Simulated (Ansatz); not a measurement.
CH₉InOSi₂, SMILES `[SiH3]O[CH]([SiH3])[InH2]` at its PBE0-D4/def2-TZVP geometry, where that method's forces vanish. Total charge 0; spin multiplicity 1. In takes the def2 core potential.

| atom | x (Å) | y (Å) | z (Å) |
| --- | --- | --- | --- |
| Si1 | -1.7626 | 0.0965 | 1.3748 |
| O2 | -0.1975 | -0.3444 | 1.2058 |
| C3 | 0.2448 | -0.5524 | -0.1526 |
| Si4 | 2.0969 | -0.8188 | -0.1754 |
| In5 | -0.3185 | 1.1956 | -1.4075 |
| H6 | -1.9841 | 0.6264 | 2.7376 |
| H7 | -2.0167 | 1.1820 | 0.3475 |
| H8 | -2.7149 | -0.9991 | 1.0572 |
| H9 | -0.2485 | -1.4393 | -0.5728 |
| H10 | 2.5275 | -2.0103 | 0.6066 |
| H11 | 2.7974 | 0.3800 | 0.3558 |
| H12 | 2.4906 | -1.0071 | -1.6026 |
| H13 | 0.2727 | 2.7330 | -0.8953 |
| H14 | -1.1872 | 0.9580 | -2.8793 |

Question: For each bond, give half the difference of the two atoms' forces along it (eV/Å; positive pushes the atoms apart) under PBE-D4, r2SCAN-D4, B3LYP-D4, ωB97M-V in def2-TZVPP. (Estimate.)

Answer: Ansatz gave: 
```
   bond  length (Å)  PBE-D4  r2SCAN-D4  B3LYP-D4  ωB97M-V
 Si1–O2       1.635    0.38       0.01      0.08     0.07
 Si1–H6       1.479    0.01      -0.04     -0.15    -0.16
 Si1–H7       1.516    0.03      -0.02     -0.06    -0.07
 Si1–H8       1.486    0.01      -0.03     -0.08    -0.13
  O2–C3       1.444    0.20       0.33      0.29     0.34
 C3–Si4       1.871   -0.02      -0.05     -0.03     0.02
 C3–In5       2.224    0.05       0.02      0.15    -0.09
  C3–H9       1.098    0.08      -0.06     -0.16    -0.12
Si4–H10       1.489    0.08      -0.01     -0.09    -0.13
Si4–H11       1.487    0.06      -0.03     -0.07    -0.10
Si4–H12       1.492    0.05      -0.03     -0.07    -0.08
In5–H13       1.725    0.05      -0.03     -0.01    -0.06
In5–H14       1.726    0.04      -0.03     -0.02    -0.06
```

B3LYP here is the variant with VWN-RPA as its local correlation; programs differ in this.
